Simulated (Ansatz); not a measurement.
Consider the ligand exchange at the Si–S bond: `F[Si](F)(Cl)[S][GeH2][Cl]` + NH₃ → `N[Si](F)(F)Cl` + `[SH][GeH2][Cl]`.

Gas-phase electronic energies from Ansatz, PBE0-D4/def2-TZVP geometries. CCSD(T)/CBS is the MP2 limit (def2-TZVPP, def2-QZVPP) plus CCSD(T) − MP2 in def2-TZVPP, frozen cores. This one scheme is used for every species. DFT in def2-TZVPP. B3LYP here is the variant with VWN-RPA as its local correlation; programs differ in this. For Ge outer-core shells are correlated without core-valence functions, which leaves a few kJ/mol of doubt a bond. Scalar relativity is left out up to krypton. One conformer a species, not always the lowest.

Question: Is it downhill or uphill in electronic energy at CCSD(T)/CBS, and by how much? (Estimate.)

Answer: The calculation gave: Downhill: ΔE = -10.3 kJ/mol.

Question: What do these levels give: r2SCAN-D4, PBE0-D4, ωB97X-V, B2PLYP, PBE, PBE0, B3LYP, HF/def2-TZVPP, MP2/def2-TZVPP, SCS-MP2/def2-TZVPP, CCSD/def2-TZVPP, SCS-MP2/def2-QZVPP? (Estimate.)

Answer: Ansatz gave: r2SCAN-D4 -9.9, PBE0-D4 -5.4, ωB97X-V -12.2, B2PLYP -18.9, PBE -10.0, PBE0 -14.3, B3LYP -24.4, HF/def2-TZVPP -36.6, MP2/def2-TZVPP -8.6, SCS-MP2/def2-TZVPP -14.3, CCSD/def2-TZVPP -19.1, SCS-MP2/def2-QZVPP -12.9 kJ/mol.

Largest T1 diagnostic among the species: 0.011.

In def2-TZVPP, CCSD(T) changes the Hartree–Fock value by +22.7 kJ/mol (the triples alone add +5.1 kJ/mol) and MP2 by +28.1 kJ/mol. From PBE to PBE0 (25 % exact exchange), in def2-TZVPP and without D4, ΔE moves by −4.3 kJ/mol.
